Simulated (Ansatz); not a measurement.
Name a neutral molecule of C, N, O, Zr and H with HOMO energy (ωB97M-V/def2-TZVPP) between -8.65 and -8.35 eV and LUMO energy (B3LYP/def2-TZVPP) between -0.40 and -0.10 eV (Ansatz, PBE0-D4/def2-TZVP geometry).

`C[O][Zr]([OH])([NH]C(C)(C)C)[O]C` (-8.61 eV, -0.18 eV); `C[N](C)[Zr]([CH3])([OH])[OH]` (-8.48 eV, -0.32 eV); `C[O][Zr]([OH])([NH]C(C)C)[O]C` (-8.60 eV, -0.17 eV); `CC(C)[NH][Zr]([OH])([OH])[NH]C(C)C` (-8.55 eV, -0.18 eV). Other molecules can fit too; these were computed, each in one conformer that needn't be the lowest.

B3LYP here is the variant with VWN-RPA as its local correlation; programs differ in this.
